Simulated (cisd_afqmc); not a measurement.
Input (AFQMC/CISD/aug-cc-pVDZ; cisd_afqmc is a phaseless AFQMC code with CISD trial states that reads the integrals written by Ansatz):

Ansatz 0.2 input:
```python
import cisd_afqmc

open("ham.yaml", "w").write("""\
crystal:
  periodic: [false, false, false]
  atoms:
    - {symbol: C, position_ang: [-0.00000000, -0.00000000, -0.69355328]}
    - {symbol: F, position_ang: [0.00000000, 0.00000000, 0.46236885]}
basis:
  gaussian:
    orbitals: aug-cc-pVDZ
total_charge: 1
magnetization: {spin_polarized: false}
correlation: {method: ccsd, electrons: outside_noble_gas, hamiltonian_folder: ham}
""")
rep = cisd_afqmc.ansatz("ham.yaml")
e_ccsd = rep["correlation"]["coupled_cluster"]["energy"]["hartree"]
out = cisd_afqmc.run("ham", e_ccsd, trial="CISD", walkers=200, populations=8, threads=8, dt=0.005, steps=40, early=24, settle=10, least=32,
    cut=5e-5, rank_cut=2e-4, target=0.0004, seconds=1500, seed=1, memory=17280, gpu=False)
```

Output:

```
orbitals 44, occupied [5], factors 224 of 449, rank of the doubles 88 of 195
E(HF) = -136.858705
E(CCSD) on the cut factors = -137.161577, shift to the whole factors -0.000005
Energy of the trial state on the determinant = -137.161597
  tau behind 7.2 of longer steps, mean of the populations' last blocks
   2.0  -137.17280
   4.0  -137.17327
   6.0  -137.17252
   8.0  -137.17344
blocks 264 (0 outliers left out), error by blocks joined: 1: 0.00023, 2: 0.00026, 4: 0.00027, 8: 0.00030, 16: 0.00036
E(AFQMC/CISD) = -137.17299 +/- 0.00036
```
